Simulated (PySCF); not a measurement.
LDA on He (helium, neutral), 1s1 2p1, high-spin 3P determinant (an excited configuration). Calculation: PySCF 2.14, in aug-cc-pVTZ-DK; scalar relativity by spin-free X2C-1e.

```
cycle= 1 E= -1.9737121512345  delta_E= -0.000967  |g|= 0.00549  |ddm|= 0.13
cycle= 2 E= -1.97372595639495  delta_E= -1.38e-05  |g|= 0.000737  |ddm|= 0.0159
cycle= 3 E= -1.97372620649184  delta_E= -2.5e-07  |g|= 1.75e-06  |ddm|= 0.0019
cycle= 4 E= -1.9737262064931  delta_E= -1.27e-12  |g|= 1.63e-08  |ddm|= 2.8e-06
converged SCF energy = -1.9737262064931  <S^2> = 2  2S+1 = 3
```

Highest occupied orbital energy: 3.188 eV; ⟨L²⟩ = 2.00; populations by l: s 1.00, p 1.00, d 0.00.

Can this result be used?

Not for this state. The run converged. The outer electron is Rydberg-like, and this basis confines it to a smaller radius and binds it less than a complete one would. At LDA the highest occupied level has a positive energy, so only the finite basis holds that electron; for this excited configuration the basis is too tight for the outer shell.
